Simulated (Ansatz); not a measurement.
Ansatz (a first-principles code) input (RI-MP2/def2-QZVPP):
A basis named .json is the Basis Set Exchange file of that set.

Ansatz 0.2 input:
```yaml
crystal:
  periodic: [false, false, false]
  atoms:
    - {symbol: Te, position_ang: [-0.02177081, 0.04093935, -1.34056266]}
    - {symbol: Te, position_ang: [0.01279236, -0.01002261, 1.31143438]}
    - {symbol: H, position_ang: [0.46687945, -1.60767013, 1.51467034]}
basis:
  gaussian:
    orbitals: def2-QZVPP.json
    fitting: {mean_field: def2-universal-jkfit, correlation: def2-QZVPP-RIFIT.json}
magnetization: {spin_polarized: true, initial_magnetization: 1}
correlation: {method: mp2, electrons: outside_noble_gas}
```

Output:

```
Functional definition: HF
integrals: 0.18 GiB planned
454 factors; integrals over basis functions are off by at most 2.8e0 eV
608 factors; integrals over basis functions are off by at most 8.4e-1 eV
mean field: 0.63 GiB planned
mean field evaluation 1: about -14546.5762 eV, gradient 8.9e0 eV
mean field evaluation 2: about -14547.2356 eV, gradient 6.8e0 eV
mean field evaluation 4: about -14547.5590 eV, gradient 1.0e0 eV
mean field evaluation 8: about -14547.6545 eV, gradient 1.3e-1 eV
mean field evaluation 16: about -14547.2373 eV, gradient 6.6e-1 eV
mean field evaluation 32: about -14547.2032 eV, gradient 1.4e-2 eV
mean field -14547.65517033 eV, -534.6164667548 hartree, gradient 1.5e-6 eV, S^2 0.768177; 6 other end points of the search recorded, 0 dependent functions left out
18 core orbitals not correlated
reference -14547.65517033 eV, -534.6164667548 hartree; 7, 6 occupied and 169, 170 virtual orbitals, 608 factors
second order -7.39146930 eV of doubles, -0.00000000 eV of singles
Total energy: -14555.04663963 eV, -534.8880982414 hartree
```

It need not be the lowest isomer of its formula.
